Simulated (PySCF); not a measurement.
Computed Raman spectrum (relative Raman activity) of a molecule C₂H₇AlOS. The structure is a stationary point at TPSSh-D3(BJ)/def2-SVP. One conformer was computed; it need not be the lowest. Method: TPSSh-D3(BJ)/def2-SVP (PySCF 2.14.0). Frequencies are harmonic and unscaled.

```
ν (cm⁻¹)  relative intensity
--------  ------------------
241                      2.8
454                       12
645                      2.3
693                      8.1
986                      2.8
1340                     2.1
1444                     7.5
1448                     5.5
1477                      13
1482                     7.9
3017                      91
3053                     100
3101                      64
3117                      58
3160                      67
3172                      29
3895                      90
```

Task: Which molecule gave these data?
A) C[O][AlH][S]C
B) C[S][Al]([CH3])[OH]
C) C[O][Al]([CH3])[SH]

Result: B, C[S][Al]([CH3])[OH]
